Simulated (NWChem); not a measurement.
System: CH$_{6}$N$_{2}$Si$_{2}$; SMILES N[Si@H]1N=C[SiH2]1

```xyz
11

N      0.4509    -2.1715     0.5227
Si    -0.0627    -0.8039    -0.3749
N     -1.5368     0.1103     0.1576
C     -1.1093     1.3189     0.2572
Si     0.7993     1.3476     0.0008
H      0.1566    -3.1071     0.2679
H      0.7037    -2.1084     1.5014
H     -0.2714    -1.2792    -1.7735
H     -1.8162     2.1408     0.4887
H      1.5393     1.5938     1.2825
H      1.3830     2.2643    -1.0329
```
Atoms are numbered in this order, from 1.

Level: PBE0/def2-SVP (NWChem), optimised geometry, unscaled harmonic frequencies. 

Task: List the harmonic frequencies with IR intensities, and the thermochemistry.

Result: 
```json
[
 {"frequency (cm⁻¹)": "126", "IR intensity (km/mol)": "3.7"},
 {"frequency (cm⁻¹)": "162", "IR intensity (km/mol)": "0.3"},
 {"frequency (cm⁻¹)": "272", "IR intensity (km/mol)": "40.3"},
 {"frequency (cm⁻¹)": "286", "IR intensity (km/mol)": "51.1"},
 {"frequency (cm⁻¹)": "358", "IR intensity (km/mol)": "106.6"},
 {"frequency (cm⁻¹)": "408", "IR intensity (km/mol)": "47.6"},
 {"frequency (cm⁻¹)": "445", "IR intensity (km/mol)": "3.4"},
 {"frequency (cm⁻¹)": "495", "IR intensity (km/mol)": "14.2"},
 {"frequency (cm⁻¹)": "586", "IR intensity (km/mol)": "2.2"},
 {"frequency (cm⁻¹)": "620", "IR intensity (km/mol)": "23.4"},
 {"frequency (cm⁻¹)": "666", "IR intensity (km/mol)": "11.1"},
 {"frequency (cm⁻¹)": "722", "IR intensity (km/mol)": "74.5"},
 {"frequency (cm⁻¹)": "756", "IR intensity (km/mol)": "47.9"},
 {"frequency (cm⁻¹)": "801", "IR intensity (km/mol)": "88.8"},
 {"frequency (cm⁻¹)": "887", "IR intensity (km/mol)": "28.8"},
 {"frequency (cm⁻¹)": "904", "IR intensity (km/mol)": "117.0"},
 {"frequency (cm⁻¹)": "928", "IR intensity (km/mol)": "178.3"},
 {"frequency (cm⁻¹)": "948", "IR intensity (km/mol)": "81.1"},
 {"frequency (cm⁻¹)": "1293", "IR intensity (km/mol)": "18.8"},
 {"frequency (cm⁻¹)": "1539", "IR intensity (km/mol)": "54.3"},
 {"frequency (cm⁻¹)": "1624", "IR intensity (km/mol)": "47.2"},
 {"frequency (cm⁻¹)": "2193", "IR intensity (km/mol)": "117.5"},
 {"frequency (cm⁻¹)": "2203", "IR intensity (km/mol)": "97.7"},
 {"frequency (cm⁻¹)": "2241", "IR intensity (km/mol)": "128.1"},
 {"frequency (cm⁻¹)": "3043", "IR intensity (km/mol)": "60.8"},
 {"frequency (cm⁻¹)": "3620", "IR intensity (km/mol)": "50.2"},
 {"frequency (cm⁻¹)": "3723", "IR intensity (km/mol)": "45.8"}
]
```

```yaml
zero_point_energy: 45.5 kcal/mol
thermal correction to the enthalpy at 298.15 K (with zero-point energy): 50.6 kcal/mol
heat capacity Cv: 26.1 cal/(mol K)
entropy at 298.15 K and 1 atm (symmetry number 1): 81.4 cal/(mol K)
dipole_moment: 1.72 D
```

Rigid rotor and harmonic oscillator.
